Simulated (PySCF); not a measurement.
Atoms are numbered as in `[CH3:1][B:2]([OH:3])[OH:4]`; H(Xn) means a hydrogen on atom n.

No relativistic terms, gas phase, equivalent nuclei averaged, a single conformation. PBE0/pcSseg-1 with gauge-including orbitals; geometry from PBE0-D3(BJ)/def2-SVP; PySCF 2.14.0 with density-fitted response routines.

Chemical shifts δ = σref − σ; 13C and 1H vs TMS; BF3·OEt2 for 11B; 17O vs H2O, all at this level.

| atoms | nucleus | count | Hirshfeld charge | δ (ppm) |
| --- | --- | --- | --- | --- |
| B2 | 11B | 1 | 0.25 | 31.3 |
| O3/O4 | 17O | 2 | -0.26 | 138.4 |
| H(O3)/H(O4) | 1H | 2 | 0.18 | ? |
| H(C1) | 1H | 3 | 0.04 | ? |
| C1 | 13C | 1 | -0.20 | 0.2 |

Task: Estimate the values marked ?.

Result: 
- H(O3)/H(O4): 3.44 ppm, hydrogen on an oxygen bonded to B; exchangeable; this is the value without hydrogen bonding to other molecules
- H(C1): 0.11 ppm, hydrogen on a methyl carbon bonded to B

The OH or NH signal is concentration- and solvent-dependent in practice; the value given is the gas-phase one. A carbon bonded to boron is broadened by the quadrupolar boron nucleus and is often missing from a measured spectrum. Shifts are as computed. Against solution values, carbons near 30 ppm lie about +2 ppm off and those near 130 ppm about +5 ppm. Of 1211 compounds with measured shifts, 218 miss one by over three times the rms of a fit or turn the order of signals round; such compounds aren't used in these exercises. Experimental scales use liquid or dissolved standards, which lie at an offset from isolated H2O (liquid H2O: subtract about 36 ppm).
